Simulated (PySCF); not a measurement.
# Computed properties of C3H8N2Si, SMILES N[Si@]1(C=NC1)C

C3H8N2Si, SMILES C[Si@]1(N)C=NC1. Geometry: PBE0-D3(BJ)/def2-SVP. The structure was generated by enumeration; whether it is a known compound was not checked. The values are those of a single conformer. All values are computed for the isolated molecule unless a solvent is named; none is compared with measurement here.

**Structure.** All 36 harmonic modes at PBE0-D3(BJ)/def2-SVP (PySCF) are real, so it is a minimum. With heavy atoms numbered as in [CH3:1][Si@:2]1([NH2:3])[CH:4]=[N:5][CH2:6]1, the shortest bond between them is C4–N5 at 1.287 Å and the longest Si2–C6 at 1.910 Å.

**Vibrations.** The strongest infrared lines (harmonic, unscaled, degenerate partners summed) lie at 909 cm⁻¹ (114 km/mol, Si 30 %, N 30 %, H 28 %, C 12 %), 865 cm⁻¹ (107 km/mol, H 47 %, Si 25 %, N 17 %, C 12 %), 349 cm⁻¹ (82 km/mol, H 77 %, N 16 %). The softest mode is at 113 cm⁻¹ and the zero-point energy is 69.8 kcal/mol.

**Electronic structure.** B3LYP/def2-TZVP (PySCF) places the frontier levels at -6.29 and -0.75 eV, a gap of 5.54 eV, and gives a dipole moment of 3.14 D and a mean polarisability of 72.1 bohr³. PBE/def2-TZVP (PySCF) at the same geometry gives -5.15 and -1.60 eV, so its gap is 1.99 eV narrower. An orbital gap is neither the optical nor the fundamental gap.

**Excitations.** TDA-CAM-B3LYP/def2-SVPD (PySCF) has S1 at 4.26 eV (291 nm, f = 0.001, dark); the most intense of the 10 singlets computed lies at 7.41 eV (f = 0.08). T1 (TDA) is at 3.37 eV, 0.89 eV under S1. TDA-PBE/def2-SVPD (PySCF) puts S1 at 3.96 eV. No vertical singlet excitation falls in the visible range (under 3.1 eV).

**NMR.** GIAO shifts at HF/pcSseg-1 (PySCF) (non-relativistic, atoms alike by connectivity averaged): ¹³C from -1.2 to 211.2 ppm against TMS; ¹H from 0.5 to 9.5 ppm against TMS; ²⁹Si at 1.6 ppm against TMS.
